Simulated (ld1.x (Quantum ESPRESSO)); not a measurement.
## Which change was made? (Bi, TM semilocal)

ld1.x (Quantum ESPRESSO) 7.5 input, shortened:

```
&input
   title='Bi', zed=83., rel=1, dft='PBE', iswitch=3,
   config='[Xe] 4f14 5d10 6s2 6p2.5 6d-2'
 /
 &inputp
   pseudotype=1, tm=.true., lloc=2,
   nlcc=.true., rcore=1.40
 /
3
6S  1  0   2.00   0.00  1.60  1.60  0.0
6P  2  1   2.50   0.00  2.00  2.00  0.0
6D  3  2  -2.00   0.45  2.10  2.10  0.0
 &test
   configts(1)='6s2 6p2.5'
 /
```

Cutoffs, loose and tight: the cutoffs (Ry, on a coarse ladder) from which the occupation-weighted sum of valence levels, in a spherical-Bessel basis at the reference potential, stays within 10 and 1 mRy of its value at 400 Ry. They do not see the model core or the augmentation charge, which bear on the density cutoff. Test errors are all-electron minus pseudo excitation energies from the reference, over the configurations 6s2 6p3; 6s2 6p2; 6s2 6p1; 6s1 6p3; 6s2 6p3.3; 6s0 6p5; 6s1 6p0; variants that change the core or the reference have their own tests.

The base gives: outcome: generated; cutoff, loose: 45 Ry; cutoff, tight: 90 Ry; bound ghosts: none; largest test error (meV): -796.

Question: After one change the result is: outcome: generated; cutoff, loose: 25 Ry; cutoff, tight: 40 Ry; bound ghosts: none; largest test error (meV): -811. Which change was it?
A. all radii but the core radius scaled by about 1.05 (s 1.68, p 2.08, d 2.20 bohr)
B. all radii but the core radius scaled by about 0.80 (s 1.28, p 1.60, d 1.68 bohr)
C. all radii but the core radius scaled by about 1.38 (s 2.20, p 2.76, d 2.90 bohr)

Answer: C. The others give: all radii but the core radius scaled by about 0.80 (s 1.28, p 1.60, d 1.68 bohr) → outcome: generated; cutoff, loose: 140 Ry; cutoff, tight: over 300 Ry; bound ghosts: s; largest test error (meV): -332 | all radii but the core radius scaled by about 1.05 (s 1.68, p 2.08, d 2.20 bohr) → outcome: generated; cutoff, loose: 30 Ry; cutoff, tight: 60 Ry; bound ghosts: none; largest test error (meV): -790.
